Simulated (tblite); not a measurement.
Input of a run (GFN2-xTB geometry optimisation, gas phase (tblite 0.8.0)), started from a force field or distance geometry:
```
{"job": {"kind": "relax", "xc": "GFN2-xTB", "basis": "xTB"}, "charge": 0, "multiplicity": 1}
C      3.255100     1.836800     0.645600
C      2.443300     0.699400     0.200600
C      1.800100    -0.246200    -0.149200
C      1.028100    -1.361000    -0.611400
C     -0.095000    -1.146100    -1.543900
Si    -0.576000    -1.734000     0.196100
N     -1.587800    -0.507700     0.824900
C     -1.046700     0.698400     1.477000
C     -2.857000    -0.174200     0.183100
H      3.605800     2.409700    -0.208600
H      4.110600     1.509200     1.225600
H      2.648700     2.508000     1.275500
H      1.620600    -2.256700    -0.766200
H     -0.407800    -0.137000    -1.776700
H     -0.298000    -1.878700    -2.307100
H     -1.276500    -3.016000    -0.006000
H     -0.702900     1.427900     0.737100
H     -1.811000     1.172500     2.101600
H     -0.219400     0.456800     2.149200
H     -3.530200     0.347800     0.882200
H     -2.713800     0.477800    -0.689400
H     -3.400500    -1.067300    -0.142800
```

Output (eV, eV/Å):
```
step      E/eV     max force
  0    -711.34296    2.306
  1    -711.48020    2.978
  2    -711.52263    3.526
  3    -711.63549    0.692
  4    -711.69353    0.648
  5    -711.74345    1.007
  6    -711.78472    0.771
  7    -711.82372    0.378
  8    -711.85444    0.383
  9    -711.88175    0.594
 10    -711.90458    0.429
 11    -711.92149    0.264
 12    -711.93231    0.202
 13    -711.94026    0.219
 14    -711.94636    0.183
 15    -711.95147    0.189
 16    -711.95645    0.147
 17    -711.96182    0.188
 18    -711.96739    0.174
 19    -711.97257    0.162
 20    -711.97747    0.145
 21    -711.98299    0.180
 22    -711.98958    0.190
 23    -711.99624    0.165
 24    -712.00148    0.163
 25    -712.00543    0.124
 26    -712.00887    0.149
 27    -712.01213    0.156
 28    -712.01523    0.111
 29    -712.01819    0.107
 30    -712.02139    0.135
 31    -712.02523    0.149
 32    -712.02923    0.179
 33    -712.03247    0.151
 34    -712.03529    0.114
 35    -712.03857    0.124
 36    -712.04232    0.146
 37    -712.04587    0.173
 38    -712.04887    0.151
 39    -712.05166    0.130
 40    -712.05469    0.121
 41    -712.05803    0.147
 42    -712.06078    0.138
 43    -712.06274    0.141
 44    -712.06485    0.123
 45    -712.06729    0.095
 46    -712.06970    0.095
 47    -712.07052    0.082
 48    -712.07202    0.077
 49    -712.07304    0.078
 50    -712.07429    0.093
 51    -712.07543    0.097
 52    -712.07671    0.089
 53    -712.07798    0.069
 54    -712.07902    0.072
 55    -712.07976    0.050
 56    -712.08032    0.048
 57    -712.08088    0.048
 58    -712.08148    0.057
 59    -712.08208    0.062
 60    -712.08271    0.064
 61    -712.08355    0.065
 62    -712.08467    0.075
 63    -712.08594    0.072
 64    -712.08698    0.071
 65    -712.08771    0.071
 66    -712.08823    0.061
 67    -712.08878    0.046
 68    -712.08927    0.046
 69    -712.08954    0.032
 70    -712.08967    0.025
 71    -712.08983    0.032
 72    -712.08999    0.038
 73    -712.09017    0.041
 74    -712.09037    0.036
 75    -712.09057    0.028
 76    -712.09074    0.024
 77    -712.09088    0.026
 78    -712.09097    0.016
 79    -712.09101    0.011
 80    -712.09104    0.011
 81    -712.09107    0.012
 82    -712.09111    0.013
 83    -712.09116    0.014
 84    -712.09121    0.013
 85    -712.09124    0.012
 86    -712.09127    0.014
 87    -712.09132    0.015
 88    -712.09138    0.017
 89    -712.09146    0.021
 90    -712.09153    0.022
 91    -712.09160    0.022
 92    -712.09170    0.023
 93    -712.09182    0.020
 94    -712.09195    0.022
 95    -712.09205    0.017
 96    -712.09213    0.018
 97    -712.09221    0.022
 98    -712.09230    0.023
 99    -712.09243    0.022
100    -712.09254    0.023
101    -712.09266    0.023
102    -712.09278    0.023
103    -712.09292    0.023
104    -712.09305    0.020
105    -712.09314    0.073
106    -712.09322    0.057
107    -712.09330    0.019
108    -712.09339    0.018
109    -712.09343    0.018
110    -712.09348    0.016
111    -712.09352    0.015
112    -712.09355    0.014
113    -712.09358    0.015
114    -712.09362    0.012
115    -712.09366    0.012
116    -712.09371    0.014
117    -712.09376    0.016
118    -712.09380    0.014
119    -712.09384    0.015
120    -712.09389    0.018
121    -712.09395    0.018
122    -712.09401    0.023
123    -712.09409    0.023
124    -712.09423    0.029
125    -712.09446    0.044
126    -712.09477    0.044
127    -712.09511    0.039
128    -712.09551    0.057
129    -712.09590    0.052
130    -712.09641    0.057
131    -712.09698    0.056
132    -712.09749    0.051
133    -712.09771    0.038
134    -712.09790    0.038
135    -712.09808    0.028
136    -712.09824    0.022
137    -712.09834    0.024
138    -712.09847    0.047
139    -712.09860    0.033
140    -712.09886    0.028
141    -712.09899    0.032
142    -712.09932    0.044
143    -712.09956    0.084
144    -712.09983    0.042
145    -712.09999    0.022
146    -712.10005    0.019
147    -712.10011    0.016
148    -712.10017    0.020
149    -712.10022    0.024
150    -712.10028    0.022
151    -712.10036    0.018
152    -712.10047    0.022
153    -712.10059    0.030
154    -712.10072    0.028
155    -712.10083    0.019
156    -712.10091    0.016
157    -712.10095    0.021
158    -712.10098    0.018
159    -712.10100    0.012
160    -712.10102    0.011
161    -712.10103    0.009
```

Problem. Summarise the run.

Solution. The energy falls by 17.5 kcal/mol over 161 L-BFGS steps, the largest force on an atom goes from 2.31 to 0.009 eV/Å, and the atoms move by 0.523 Å rms after alignment. The bond that changes most is C4–C5 (both ends sp3 carbon bound to silicon), which lengthens by 0.082 Å. Bonds longer at the end by more than 0.005 Å: 4 of 22; shorter: 10. Among the angles that change most is C5–Si6–N7, from 105.4° to 127.0°. Among the dihedrals that turn most is C4–Si6–N7–C9, from 110° to 167°. The energy never rose by more than 1e-5 eV on the way. The first step brought 18 % of the lowering.

Problem. What are the final bond lengths?

Solution. C1–C2 1.449 Å, C2≡C3 1.202 Å, C3–C4 1.421 Å, C4–C5 1.558 Å, C5–Si6 1.882 Å, Si6–N7 1.712 Å, N7–C8 1.443 Å, N7–C9 1.441 Å, C4–Si6 1.896 Å, C1–H10 1.091 Å, C1–H11 1.090 Å, C1–H12 1.091 Å, C4–H13 1.086 Å, C5–H14 1.083 Å, C5–H15 1.082 Å, Si6–H16 1.454 Å, C8–H17 1.096 Å, C8–H18 1.094 Å, C8–H19 1.086 Å, C9–H20 1.094 Å, C9–H21 1.097 Å, C9–H22 1.087 Å. Numbering counts from 1 in the input's order; the species is `CC#C[C@@H]1C[Si@@H]1N(C)C`.

Time: 4.9 s wall. Hardware: an Intel Xeon at 2.50 GHz with one thread (shared host).

Its GFN2-xTB frequencies are all real (lowest 15 cm⁻¹). One conformer, not necessarily the lowest. 2 starts were optimised and ended at 0.00 and 0.54 kcal/mol (GFN2-xTB); the lowest of these is shown.

All values are computed, not measured.
